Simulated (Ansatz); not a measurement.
`F[SiH2][GeH3]`. Total charge 0; spin multiplicity 1.

```json
{"atom": "F1", "x (Å)": "-0.947", "y (Å)": "-2.041", "z (Å)": "0.395"}
{"atom": "Si2", "x (Å)": "-0.084", "y (Å)": "-1.057", "z (Å)": "-0.535"}
{"atom": "Ge3", "x (Å)": "0.102", "y (Å)": "1.071", "z (Å)": "0.513"}
{"atom": "H4", "x (Å)": "1.250", "y (Å)": "-1.678", "z (Å)": "-0.734"}
{"atom": "H5", "x (Å)": "-0.775", "y (Å)": "-0.953", "z (Å)": "-1.846"}
{"atom": "H6", "x (Å)": "-1.283", "y (Å)": "1.706", "z (Å)": "0.718"}
{"atom": "H7", "x (Å)": "0.936", "y (Å)": "1.999", "z (Å)": "-0.387"}
{"atom": "H8", "x (Å)": "0.801", "y (Å)": "0.954", "z (Å)": "1.876"}
```

**Question.** List the harmonic frequencies (cm⁻¹, unscaled) at PBE0-D4/def2-TZVP in Ansatz. (Estimate.)

**Answer.** Ansatz gave: 85, 154, 345, 349, 465, 582, 735, 779, 852, 873, 880, 906, 950, 2145, 2156, 2160, 2225, 2234.

**Question.** Is this a minimum?

**Answer.** Yes, all 18 modes are real.

**Question.** Give the ideal-gas thermochemistry at 298.15 K and 1 bar (rigid rotor, harmonic oscillator; point group Cs, symmetry number 1).

**Answer.** Zero-point energy 112.9 kJ/mol; H(298) − E = 130.7 kJ/mol; entropy 324.6 J/(mol·K), of which translation 169.0, rotation 108.7, vibration 46.9; G(298) − E = 34.0 kJ/mol. Modes under 100 cm⁻¹ are hindered rotations or soft bends, so the harmonic entropy is rough.
